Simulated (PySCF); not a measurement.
Isomers of C7H13P, mass 128.075 u with the commonest isotopes. Computed with PBE0-D3(BJ)/def2-SVP geometry optimisation, gas phase (PySCF 2.14.0). One conformer each, none proved a minimum here; rigid rotors.

**Question.** Order these by out-of-plane moment Σ m c² = (Ia + Ib − Ic)/2, smallest first.
A. `C1CP2CCC1CC2`
B. `CC#CPC(C)(C)C`
C. `[CH3:1][C:2]#[C:3][P:4]([CH3:5])[CH:6]([CH3:7])[CH3:8]` with C3–P4–C6–C7 171°

**Answer.** C (28.69 u·Å²), B (58.89 u·Å²), A (115.14 u·Å²).

**Question.** Order these by rotational constant A, smallest first.
A. `[CH3:1][C:2]#[C:3][P:4]([CH3:5])[CH:6]([CH3:7])[CH3:8]` with C3–P4–C6–C7 171°
B. `CC#CPC(C)(C)C`
C. `C1CP2CCC1CC2`

**Answer.** C (2194 MHz), A (2574 MHz), B (3079 MHz).

**Question.** Order these by rotational constant B, largest first.
A. `C1CP2CCC1CC2`
B. `[CH3:1][C:2]#[C:3][P:4]([CH3:5])[CH:6]([CH3:7])[CH3:8]` with C3–P4–C6–C7 171°
C. `CC#CPC(C)(C)C`

**Answer.** A (1840 MHz), B (962.1 MHz), C (880.1 MHz).

```json
{"SMILES": "CC#CP(C)C(C)C", "point group": "C1", "Ia (u·Å²)": "196.35", "Ib (u·Å²)": "525.31", "Ic (u·Å²)": "664.28", "κ": "-0.78", "μa (D)": "0.61", "μb (D)": "0.25", "μc (D)": "1.42"}
{"SMILES": "CC#CPC(C)(C)C", "point group": "C1", "Ia (u·Å²)": "164.13", "Ib (u·Å²)": "574.22", "Ic (u·Å²)": "620.57", "κ": "-0.94", "μa (D)": "0.55", "μb (D)": "1.43", "μc (D)": "0.43"}
{"SMILES": "C1CP2CCC1CC2", "point group": "C3", "Ia (u·Å²)": "230.37", "Ib (u·Å²)": "274.60", "Ic (u·Å²)": "274.70", "κ": "-1.00", "μa (D)": "1.44", "μb (D)": "0.00", "μc (D)": "0.00"}
```
